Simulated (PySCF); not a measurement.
V(O)(F)3 anion (F3OV), SMILES [V]([F])([F])(=[O])[F] (connectivity only; charge and spin as stated), charge -1, multiplicity 2.

Geometry: r2SCAN-D4/def2-SVPD. The multiplicity is an assumed one; other spin states were not compared. The isomer is the one that the SMILES or the coordinates give; other isomers of the formula were not compared.

Two levels are set side by side: PBE/def2-SVPD (PySCF) and CAM-B3LYP/def2-SVPD (PySCF). Same geometry, gas phase. Differences are taken from unrounded values.

| quantity | CAM-B3LYP |
|---|---|
| α-spin orbital gap (eV) | 7.31 |
| β-spin orbital gap (eV) | 10.41 |
| mean polarisability (bohr³) | 41.8 |

What does PBE give, and how far is it from CAM-B3LYP? (Estimate from the structure and the level; the computed values follow.)


| quantity | PBE | PBE minus CAM-B3LYP |
|---|---|---|
| α-spin orbital gap (eV) | 0.62 | -6.69 |
| β-spin orbital gap (eV) | 4.99 | -5.42 |
| mean polarisability (bohr³) | 46.1 | 4.3 |

PBE's more diffuse valence density responds more strongly to a field. Differences between two approximate levels are no errors against the true value.

Rough cost on one machine, each run with all the roots and properties that it gave: CAM-B3LYP against PBE within a factor of 2.
